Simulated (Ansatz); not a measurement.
Consider the substitution at a C–C bond: `C=CCC#N` + `[OH][AlH2]` → `C=CC[O][AlH2]` + `C#N`.

Program: Ansatz. Geometries: PBE0-D4/def2-TZVP. ΔE: electronic, gas phase. CCSD(T)/CBS is the MP2 limit (def2-TZVPP, def2-QZVPP) plus CCSD(T) − MP2 in def2-TZVPP, frozen cores. This one scheme is used for every species. DFT in def2-TZVPP. B3LYP here is the variant with VWN-RPA as its local correlation; programs differ in this. Each species was taken in one conformer, which may not be the lowest.

`C=CCC#N`:

```xyz
10

C    -0.864    0.636    1.052
C    -0.840   -0.213    0.038
C     0.368   -0.558   -0.786
C     1.575    0.141   -0.380
N     2.522    0.701   -0.048
H     0.026    1.167    1.373
H    -1.781    0.826    1.594
H    -1.746   -0.732   -0.263
H     0.561   -1.635   -0.738
H     0.179   -0.333   -1.842
```

`[OH][AlH2]`:

Z-matrix (Å, degrees):
```
Al
O 1 1.696
H 1 1.585 2 119.7
H 1 1.577 2 116.0 3 -180.0
H 2 0.956 1 123.4 3 -0.0
```

`C=CC[O][AlH2]`:

Z-matrix (Å, degrees):
```
C
C 1 1.493
O 1 1.404 2 110.8
H 1 1.098 2 109.5 3 -119.0
H 1 1.099 2 109.4 3 123.7
C 2 1.325 1 124.2 3 -126.2
H 2 1.088 1 115.4 3 53.5
Al 3 1.690 1 132.0 2 102.6
H 6 1.084 2 121.8 1 -179.3
H 6 1.086 2 121.3 1 0.4
H 8 1.585 3 118.7 1 6.5
H 8 1.577 3 116.2 1 -174.8
```

`C#N`:

Z-matrix (Å, degrees):
```
C
N 1 1.146
H 1 1.069 2 180.0
```

| level | ΔE (kcal/mol) | difference from CCSD(T)/CBS |
| --- | --- | --- |
| r2SCAN-D4 | 20.1 | 0.6 |
| PBE0-D4 | 20.6 | 1.1 |
| B3LYP-D4 | 18.6 | -0.9 |
| B2PLYP | 19.3 | -0.2 |
| r2SCAN | 20.2 | 0.7 |
| PBE0 | 20.8 | 1.3 |
| HF/def2-QZVPP | 18.1 | -1.4 |
| SCS-MP2/def2-QZVPP | 19.8 | 0.3 |
| HF/CBS(def2) | 18.1 | -1.4 |
| CCSD/CBS(def2) | 19.5 | 0.0 |
| CCSD(T)/CBS | 19.5 | 0 |

Largest T1 diagnostic among the species: 0.014.

In def2-TZVPP, CCSD(T) changes the Hartree–Fock value by +0.8 kcal/mol (the triples alone add −0.0 kcal/mol) and MP2 by +2.7 kcal/mol.
